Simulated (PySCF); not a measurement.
Gas-phase equilibrium of 1 mol SnCl₄, 0.73 mol H₂ at 1600 K and 0.0100 bar, among 14 species (SnCl₄, HCl, SnH₂, SnHCl₃, SnCl₃, H, H₂, SnH₄, SnCl₂, SnH₂Cl₂, Cl, Cl₂, SnH₃Cl, SnHCl). Only gases are allowed; each row takes one source of thermochemistry for all species, and Cantera finds the minimum.

Computed with PySCF (xtb for GFN2) and rigid-rotor harmonic-oscillator thermochemistry at 1 bar. † marks an energy on the PBE0/def2-TZVP geometry and frequencies; other levels use their own. MP2 freezes the core. Open shells (unrestricted) among the columns below: SnCl₃ (multiplicity 2), H (multiplicity 2), Cl (multiplicity 2, electronic degeneracy 6); the rest are closed-shell singlets. GFN2 has no spin-polarisation term. Spin-orbit splitting is ignored; it lowers the true energy and changes the entropy of Cl. Sn: scalar-relativistic def2 core potential, no spin-orbit coupling. SnCl₃: computed as isolated molecules; such fragments, hydroxides, amides, oligomers or adducts are transient or little studied in the gas. MP2 isn't extrapolated to the basis-set limit. The harmonic model lacks anharmonicity and excited electronic states, which grow with temperature; levels with a mode under 35 cm⁻¹ are left out. Soft modes under 120 cm⁻¹ make the harmonic entropy rough for SnCl₄, SnCl₃, SnCl₂.

Molecules larger than those listed are left out.

Mole fractions:

| thermochemistry | x HCl | x SnCl₂ | x Cl | x Cl₂ | x SnCl₄ | x SnCl₃ | x H₂ | x H |
|---|---|---|---|---|---|---|---|---|
| GFN2-xTB | 0.52 | 0.36 | 0.041 | 0.076 | 3.3e-9 | 1.5e-5 | 0.00016 | 7.3e-7 |
| MP2/def2-SVP† | 0.49 | 0.33 | 0.18 | 0.00016 | 0.00096 | 0.00021 | 1.5e-5 | 1.3e-5 |
| PBE/def2-SVP | 0.50 | 0.34 | 0.13 | 0.026 | 0.00048 | 0.00054 | 2.2e-6 | 2.4e-6 |
| PBE/def2-TZVP† | 0.51 | 0.35 | 0.095 | 0.047 | 0.00019 | 0.00022 | 3.0e-6 | 2.1e-6 |
| ωB97X-V/def2-TZVP† | 0.50 | 0.34 | 0.15 | 0.013 | 0.0028 | 0.00028 | 3.2e-6 | 1.4e-6 |
The most sensitive of these is SnCl₄: it spans a factor of 10^5.9 over these rows; at this temperature one factor of ten is RT ln 10 = 31 kJ/mol.
